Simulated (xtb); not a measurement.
xtb input:

```bash
xtb mol.xyz --gfn 2 --sp --chrg -1 --uhf 0
```
mol.xyz:
```
4

Zr    -0.00000000    -0.00000000     0.00000000
Cl     2.22265210    -0.41543655    -0.61614282
Cl    -0.88809796    -0.99736013     1.92586517
Cl    -1.33455414     1.41279668    -1.30972235
```

### Question
Predict the final energy.

### Answer
-15.62870 Eh (GFN2-xTB).

This state (charge -1, singlet) is run at the relaxed geometry of the species with charge 0 and multiplicity 2.
